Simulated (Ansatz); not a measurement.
Ansatz (an electronic-structure program) input (RI-MP2/aug-cc-pVQZ):
A basis named .json is the Basis Set Exchange file of that set.

Ansatz 0.2 input:
```yaml
crystal:
  periodic: [false, false, false]
  atoms:
    - {symbol: C, position_ang: [1.93125883, -0.45135630, -0.14788987]}
    - {symbol: Ga, position_ang: [0.00002446, -0.00005055, 0.00011675]}
    - {symbol: C, position_ang: [-0.55497486, 1.84311457, 0.50003092]}
    - {symbol: C, position_ang: [-1.37638050, -1.39161593, -0.35244161]}
    - {symbol: H, position_ang: [2.41289508, 0.19623262, -0.88517668]}
    - {symbol: H, position_ang: [2.10014125, -1.48908485, -0.43548496]}
    - {symbol: H, position_ang: [2.43248407, -0.27003195, 0.80656324]}
    - {symbol: H, position_ang: [-1.16353365, 1.81872096, 1.40776327]}
    - {symbol: H, position_ang: [0.29309463, 2.50653905, 0.66945923]}
    - {symbol: H, position_ang: [-1.17981753, 2.27296567, -0.28725163]}
    - {symbol: H, position_ang: [-1.23494725, -2.23917020, 0.32323569]}
    - {symbol: H, position_ang: [-2.39323598, -1.01817367, -0.23142575]}
    - {symbol: H, position_ang: [-1.26725946, -1.77728480, -1.36949839]}
basis:
  gaussian:
    orbitals: aug-cc-pVQZ
    fitting: {mean_field: def2-universal-jkfit, correlation: aug-cc-pVQZ-RIFIT.json}
magnetization: {spin_polarized: false}
correlation: {method: mp2, electrons: outside_noble_gas}
```

Output:

```
Functional definition: HF
integrals: 2.37 GiB planned
653 factors; integrals over basis functions are off by at most 3.9e0 eV
2.22 GiB of device memory are held for the factors and their scratch space
mean field: 4.80 GiB planned
mean field evaluation 1: about -55565.4835 eV, gradient 4.6e1 eV
mean field evaluation 2: about -55569.7857 eV, gradient 2.0e1 eV
mean field evaluation 4: about -55570.6995 eV, gradient 1.7e0 eV
mean field -55570.70510072 eV, -2042.1857452746 hartree, gradient 8.3e-6 eV, S^2 0.000000; 0 other end points of the search recorded, 0 dependent functions left out
17 core orbitals not correlated
1486 factors; their error is unknown
reference -55570.70510072 eV, -2042.1857452746 hartree; 12, 12 occupied and 718, 718 virtual orbitals, 1486 factors
second order -18.09959321 eV of doubles, -0.00000000 eV of singles
Total energy: -55588.80469393 eV, -2042.8508930566 hartree
```
